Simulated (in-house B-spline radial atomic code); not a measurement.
Cd. Computed with a B-spline radial atomic code. Model: non-relativistic spherical atom: semilocal Troullier-Martins pseudo-atom, one channel per l, against all electrons, high spin, G0W0 and RPA with empty states to l = 8, local potential for every l without a channel, a model core (radius 0 = none) keeps its share of the functional.

Without relativity these are model numbers for so heavy an element.

What the tables leave out is listed at the end.

The pseudopotential gives back the lowest level of each angular momentum of its own functional in the configuration it was made in; a second state of the same l is only approximately right. Exact exchange, RPA and GW see the smooth pseudo-orbitals and miss the exchange with the core, for which the functional's share stands in. The column with an uncorrelated core keeps all orbitals and exact exchange, and so separates missing core correlation from pseudisation. Only the three outermost levels and the lowest empty one were computed. RPA here is direct RPA, with no exchange kernel, and its energies carry an (l + 1/2)⁻⁴ tail. A hybrid on a potential with a model core restores only its own semilocal share of the core's exchange.

Command:
```bash
python run_psgw.py task.json out
```
Settings (lengths in bohr, energies in hartree):
```
Z                      48
electrons              48
configuration          [Kr] 4d10 5s2
generated_in           [Kr] 4d10 5s2
functional             pbe,pbe
core_shells            6
radius_factor          1.15
core_correction        False
ion_configuration      [Kr] 4d10 5s1
```

Cost of the run: 100 s on 1 thread of Arm Neoverse N1, on a shared host.

Given: made with PBE; model core radius 0 bohr; local radius 0.978 bohr; mean-field start PBE.

Valence shells of the generating configuration: 4s, 4p, 4d, 5s.

Channel: s 0.953, p 0.993, d 1.118 (radii in bohr).

Computed: largest level miss in the spin-unpolarised generating configuration 0.093 eV; valence RPA correlation energy all-electron orbitals -1.3169 hartree; all-electron RPA polarisability, core included 44.319 bohr³; ionisation by mean-field all-electron 8.5068 eV; ionisation by mean-field pseudo minus all 0.125 eV; ionisation by RPA all-electron 8.8345 eV; ionisation by RPA pseudo minus all 0.089 eV.

```json
{"level": "5s", "occupied": "1", "mean-field all-electron (eV)": "-5.2787", "mean-field pseudo minus all (eV)": "-0.093", "G0W0 all-electron (eV)": "-8.4767", "G0W0 uncorrelated core minus all (eV)": "0.021", "G0W0 pseudo minus all (eV)": "-0.104", "exchange self-energy all-electron (eV)": "-10.99", "exchange self-energy pseudo (eV)": "-10.486"}
```

What is the valence RPA correlation energy pseudo?

-1.3436 hartree.

What is the pseudo-atom RPA polarisability?

43.025 bohr³.

Given: mean-field start PBE0.

Computed: valence RPA correlation energy pseudo -1.277 hartree; all-electron RPA polarisability, core included 39.588 bohr³; pseudo-atom RPA polarisability 38.528 bohr³; ionisation by mean-field all-electron 8.2504 eV; ionisation by mean-field pseudo minus all 0.114 eV; ionisation by RPA pseudo minus all 0.092 eV.

```
level  occupied  mean-field all-electron (eV)  mean-field pseudo minus all (eV)  G0W0 all-electron (eV)  G0W0 uncorrelated core minus all (eV)  G0W0 pseudo minus all (eV)  exchange self-energy all-electron (eV)  exchange self-energy pseudo (eV)
   5s         1                       -5.9494                            -0.093                  -8.536                                  0.022                      -0.098                                 -10.783                           -10.304
```

What is the valence RPA correlation energy all-electron orbitals?

-1.2496 hartree.

What is the ionisation by RPA all-electron?

8.6607 eV.

Given: mean-field start Hartree-Fock.

Computed: valence RPA correlation energy all-electron orbitals -1.0893 hartree; all-electron RPA polarisability, core included 34.711 bohr³; pseudo-atom RPA polarisability 34.008 bohr³; ionisation by mean-field all-electron 6.9121 eV; ionisation by mean-field pseudo minus all 0.08 eV; ionisation by RPA all-electron 8.2428 eV.

```tsv
level	occupied	mean-field all-electron (eV)	mean-field pseudo minus all (eV)	G0W0 all-electron (eV)	G0W0 uncorrelated core minus all (eV)	G0W0 pseudo minus all (eV)	exchange self-energy all-electron (eV)	exchange self-energy pseudo (eV)
5s	1	-7.2071	-0.083	-8.4486	0.02	-0.077	-9.8946	-9.4945
```

What is the ionisation by RPA pseudo minus all?

0.089 eV.

What is the valence RPA correlation energy pseudo?

-1.117 hartree.

Among the listed levels the largest G0W0 shift of the pseudo-atom is -0.10 eV, for 5s on the PBE start, while leaving the core uncorrelated moves that level by +0.02 eV. The rest, -0.12 eV, comes from pseudisation and the lost core exchange. Not in the tables (levels of low weight, unsolved or above zero; the highest and the empty levels are kept at any weight): on PBE the G0W0 levels 4d (pseudo minus all -0.09 eV, weights 0.37 and 0.40), 4p (pseudo minus all -1.81 eV, weights 0.01 and 0.11), 5p (pseudo minus all -0.00 eV, weights 0.90 and 0.90); on PBE0 the G0W0 levels 4d (pseudo minus all -0.15 eV, weights 0.57 and 0.41), 4p (pseudo minus all -0.15 eV, weights 0.05 and 0.06), 5p (pseudo minus all -0.00 eV, weights 0.93 and 0.93); on Hartree-Fock the G0W0 levels 4d (pseudo minus all +0.05 eV, weights 0.84 and 0.59), 4p (pseudo minus all -0.26 eV, weights 0.35 and 0.34).
